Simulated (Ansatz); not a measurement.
`N#CB(F)F` + HI → `FB(F)I` + `C#N`  (ligand exchange at a B–C bond)

Computed with Ansatz on PBE0-D4/def2-TZVP structures; ΔE is electronic, products minus reactants. CCSD(T)/CBS adds triple-zeta CCSD(T) − MP2 to the extrapolated MP2 energy (def2 sets, frozen cores). This one scheme is used for every species. Functionals use def2-TZVPP. def2 core potentials past Kr. For I outer-core shells are correlated without core-valence functions, which leaves a few kJ/mol of doubt a bond.

`N#CB(F)F`:

Cartesian coordinates in Å:
```
N 1.303 0.902 1.387
C 0.592 0.410 0.630
B -0.363 -0.251 -0.386
F -1.563 -0.610 -0.015
F 0.030 -0.451 -1.615
```

HI:

Cartesian coordinates in Å:
```
I -0.613 0.511 -0.104
H 0.613 -0.511 0.104
```

`FB(F)I`:

```xyz
4

F    -1.314   -0.440   -0.308
B    -0.064   -0.078   -0.171
F     0.759   -0.234   -1.177
I     0.620    0.752    1.656
```

`C#N`:

Cartesian coordinates in Å:
```
C 0.007 -0.014 0.020
N -0.296 0.611 -0.890
H 0.289 -0.597 0.870
```

Is it downhill or uphill in electronic energy at CCSD(T)/CBS, and by how much? (Estimate.)

The calculation gave: Downhill: ΔE = -4.9 kcal/mol.

What do these levels give: PBE-D4, CAM-B3LYP-D4, CAM-B3LYP, LC-ωPBE, RPA@PBE/def2-TZVPP, CCSD(T)/def2-SVP? (An estimate is asked.)

The calculation gave: PBE-D4 -4.5, CAM-B3LYP-D4 -3.0, CAM-B3LYP -2.7, LC-ωPBE -4.1, RPA@PBE/def2-TZVPP -3.5, CCSD(T)/def2-SVP -1.6 kcal/mol.

Largest T1 diagnostic among the species: 0.014.

Leaving LDA and LC-ωPBE aside and taking each functional with its dispersion term where it has one, the values, not all of them listed here, spread over 2.3 kcal/mol, from PBE-QIDH to B97M-V. In def2-TZVPP, CCSD(T) changes the Hartree–Fock value by −1.5 kcal/mol (the triples alone add −0.4 kcal/mol) and MP2 by −3.0 kcal/mol. At CCSD(T), def2-SVP lies +3.3 kcal/mol from the extrapolated value and def2-TZVPP +1.0 kcal/mol.
